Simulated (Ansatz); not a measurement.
`P[SiH]1CS1` + HCl → `Cl[SiH]1CS1` + PH₃ at 700 K and 1 bar (cleavage of the Si–P bond).

Isolated molecules relaxed with PBE0-D4/def2-TZVP in Ansatz; ΔE leaves out vibrations. CCSD(T)/CBS is the MP2 limit (def2-TZVPP, def2-QZVPP) plus CCSD(T) − MP2 in def2-TZVPP, frozen cores. This one scheme is used for every species. Each species was taken in one conformer, which may not be the lowest.

| species | CCSD(T)/CBS energy (Eh) | H − E (kJ/mol) | S (J/(mol·K)) |
| --- | --- | --- | --- |
| `P[SiH]1CS1` | -1068.85395 | 214.9 | 437.7 |
| HCl | -460.38127 | 38.4 | 211.8 |
| `Cl[SiH]1CS1` | -1186.53914 | 159.0 | 395.5 |
| PH₃ | -342.72256 | 91.5 | 248.3 |

H − E and S are ideal-gas, rigid-rotor, harmonic terms from PBE0-D4/def2-TZVP, for one conformer and one mirror image of each species. 1 Eh = 2625.50 kJ/mol, R = 8.31446 J/(mol·K).

Q: By hand: ΔE, ΔH, ΔS and ΔG.

A: ΔE = (-1186.53914) + (-342.72256) − (-1068.85395) − (-460.38127) = -0.02648 Eh = -69.5 kJ/mol. Δ(H − E) = 159.0 + 91.5 − 214.9 − 38.4 = -2.8, so ΔH = -72.3 kJ/mol. ΔS = 395.5 + 248.3 − 437.7 − 211.8 = -5.7 J/(mol·K). ΔG = -72.3 − 700 × (-5.7)/1000 = -68.3 kJ/mol.

Q: By hand: the equilibrium constant, and the temperature at which ΔG would vanish if ΔH and ΔS stayed fixed.

A: log₁₀ K = −ΔG/(RT ln 10) = 5.1. ΔG = 0 at ΔH/ΔS = 12684 K, far beyond where these terms or the molecules hold.

The number of gas molecules stays the same, so ΔS is small and ΔH decides. A doubt of 5 kJ/mol in ΔE shifts log₁₀ K by 0.4 here. Other conformers and mirror images would add mixing entropy, several J/(mol·K) or more a flexible species. These are equilibria of isolated gas molecules and say nothing of rates. Largest T1 diagnostic: 0.013 (customary marks: 0.02 for closed shells, 0.045 for open ones).
